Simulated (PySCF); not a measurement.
C4H7F, SMILES C(C(F)=C)C. Atoms are numbered in the order given.

```xyz
12

C      1.6861    -0.7406    -0.1997
C      0.6098     0.0266    -0.0169
F      0.5739     0.8837     1.0314
C     -0.6450     0.0838    -0.8302
C     -1.9001    -0.2564    -0.0154
H      2.5383    -0.6800     0.4788
H      1.7248    -1.4368    -1.0375
H     -0.5377    -0.5986    -1.6868
H     -0.7419     1.1055    -1.2395
H     -1.9977     0.4222     0.8449
H     -2.8037    -0.1586    -0.6358
H     -1.8523    -1.2880     0.3668
```

Geometry optimised at TPSSh-D3(BJ)/def2-SVP. Other conformers were not sampled.

Calculation: PBE/pcSseg-1 (PySCF).

GIAO shieldings, no solvent; atoms listed in one row are averaged. δ = σ(ref) − σ: ¹³C against TMS (σ = 182.0 ppm); ¹⁹F against CFCl3 (σ = 133.6 ppm); ¹H against TMS (σ = 31.49 ppm), references at their B3LYP-D3(BJ)/def2-TZVP geometries, non-relativistic.

Computed chemical shifts:
```csv
nucleus,atoms,count,δ (ppm)
¹³C,C2,1,180.9
¹³C,C1,1,93.8
¹³C,C4,1,34.0
¹³C,C5,1,16.4
¹⁹F,F3,1,-109.2
¹H,H6,1,4.85
¹H,H7,1,4.62
¹H,H9,1,2.60
¹H,H8,1,2.28
¹H,"H10, H11, H12",3,1.44
```
